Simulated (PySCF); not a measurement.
Species: C₁₂H₁₂Cl (charge -1).
SMILES with atom numbers: `[CH3:1][CH2:2][CH2:3][c:4]1[cH:5][c:6]([Cl:7])[c:8]2[cH:9][cH:10][cH-:11][c:12]2[cH:13]1`

Structure used (PBE0-D3(BJ)/def2-SVP), in Å, numbered top down from 1:
```
atom  x, y, z in Å
C1     2.339   -1.573   -2.001
C2     2.183   -2.741   -1.041
C3     1.105   -2.512    0.025
C4    -0.286   -2.349   -0.533
C5    -0.969   -3.491   -1.031
C6    -2.225   -3.358   -1.597
Cl7   -3.033   -4.807   -2.194
C8    -2.875   -2.118   -1.707
C9    -4.121   -1.691   -2.217
C10   -4.188   -0.298   -2.025
C11   -3.013    0.169   -1.403
C12   -2.171   -0.948   -1.191
C13   -0.891   -1.101   -0.620
H14    3.085   -1.783   -2.785
H15    1.378   -1.345   -2.487
H16    2.658   -0.661   -1.468
H17    1.923   -3.649   -1.613
H18    3.150   -2.953   -0.547
H19    1.132   -3.361    0.733
H20    1.368   -1.614    0.612
H21   -0.512   -4.482   -0.966
H22   -4.877   -2.332   -2.671
H23   -5.034    0.332   -2.318
H24   -2.786    1.202   -1.132
H25   -0.361   -0.222   -0.233
```

Definitions: NICS(0) = −σiso at the ring centroid; NICS(1) = −σiso and NICS(1)zz = −σzz at ±1 Å along the ring normal z. Level: GIAO PBE0/pcSseg-1 (PySCF, non-relativistic, gas phase) on the PBE0-D3(BJ)/def2-SVP geometry, one conformer.

Ring bond lengths (Å), with Mayer bond orders in brackets: C4–C5 1.420 (1.27), C5–C6 1.384 (1.46), C6–C8 1.404 (1.16), C8–C12 1.460 (1.19), C12–C13 1.410 (1.29), C13–C4 1.390 (1.47); C8–C9 1.413 (1.33), C9–C10 1.408 (1.40), C10–C11 1.409 (1.40), C11–C12 1.415 (1.32), C12–C8 1.460 (1.19).

What do the NICS probes read (ppm)?

```tsv
ring	type	NICS(0)	NICS(1), two faces	NICS(1)zz, two faces	rms pucker (Å)	centre to ring atoms, mean (Å)
C4–C5–C6–C8–C12–C13	6-membered carbocycle; formal bonds all aromatic	-10.1	-10.7 / -10.5	-25.9 / -25.0	0.00	1.41
C8–C9–C10–C11–C12	5-membered carbocycle; formal bonds all aromatic	-15.5	-14.8 / -14.8	-37.8 / -37.6	0.00	1.21
```

What can be read from them?

- C4–C5–C6–C8–C12–C13: mean NICS(1)zz -25.5 ppm, shielded. The ring is flat and has no four-coordinate atom; by the NICS criterion it is aromatic, though in fused rings the probe also feels the neighbouring ring.
- C8–C9–C10–C11–C12: mean NICS(1)zz -37.7 ppm, shielded. The ring is flat and has no four-coordinate atom; by the NICS criterion it is aromatic, though in fused rings the probe also feels the neighbouring ring.

How equal are the bonds by HOMA? Use HOMA with the parameters of Krygowski (1993).

- C4–C5–C6–C8–C12–C13: HOMA 0.70 = 1 − EN − GEO, with mean bond length 1.411 Å, EN = α(Ropt − mean)² = 0.142 and GEO = α × variance = 0.160.
- C8–C9–C10–C11–C12: HOMA 0.62 = 1 − EN − GEO, with mean bond length 1.421 Å, EN = α(Ropt − mean)² = 0.278 and GEO = α × variance = 0.102.

At the first NICS(1) probe listed for ring C4–C5–C6–C8–C12–C13, 1 Å off the ring, what do the in-plane components average?

The isotropic value is a third of the trace: (3 × -10.7 − (-25.9))/2 = -3.1 ppm.

Give the inner angles of the rings and the Hirshfeld charges of the ring atoms.

- C4–C5–C6–C8–C12–C13: C4 119.4° (-0.040 e), C5 120.1° (-0.122 e), C6 122.5° (-0.016 e), C8 117.1° (-0.069 e), C12 119.6° (-0.053 e), C13 121.2° (-0.088 e); sum 720.0° against 720° for a flat convex ring.
- C8–C9–C10–C11–C12: C8 108.1° (-0.069 e), C9 107.0° (-0.163 e), C10 110.4° (-0.124 e), C11 107.5° (-0.163 e), C12 107.0° (-0.053 e); sum 540.0° against 540° for a flat convex ring.

How do the values depend on the level or the medium?

| level | NICS(0), C4–C5–C6–C8–C12–C13 | mean NICS(1)zz, C4–C5–C6–C8–C12–C13 | NICS(0), C8–C9–C10–C11–C12 | mean NICS(1)zz, C8–C9–C10–C11–C12 |
| --- | --- | --- | --- | --- |
| PBE0/pcSseg-1, gas | -10.1 | -25.5 | -15.5 | -37.7 |
| mPW1PW91/pcSseg-1, gas | -10.1 | -25.5 | -15.5 | -37.6 |

The geometry is the same throughout.
